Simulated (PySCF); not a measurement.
**Radial density of W (tungsten, neutral)**

BHandHLYP, [Xe] 4f14 5d6, high-spin 5D determinant (an excited configuration). All numbers are calculated (PySCF 2.14, the spin-free X2C one-electron Hamiltonian (Gaussian nucleus), in x2c-TZVPPall with one added diffuse shell each of s, p, d, f type (12s8p8d4f1g, 113 functions)).

```
r (bohr)  4πr²ρ (e/bohr)  4πr²(ρα − ρβ)
  0.0139           102.0        -0.0014
  0.0234           88.87        -0.0019
  0.0393           115.9         0.0062
  0.0661           130.9         0.0718
   0.111           105.8         0.1628
   0.187           114.2        -0.0028
   0.314           64.10         0.1803
   0.529           62.82         0.0640
   0.890           20.27         0.5804
    1.50           8.680         2.1584
    2.52           1.983         1.1699
    4.23          0.3919         0.2078
    7.12         0.02655         0.0018
    12.0       0.0003388        -0.0002
```

Densities and radii are taken from the X2C orbitals without a picture-change correction, which distorts them close to the nucleus.

Spin-orbit coupling, absent here, splits the open shell strongly.

Q: Where is the radial spin density 4πr²(ρα − ρβ) most negative, and why is it negative at all?

A: Around r = 0.187 bohr, down to -0.0028 e/bohr: exchange with the open shell polarises the paired shells in an unrestricted calculation.
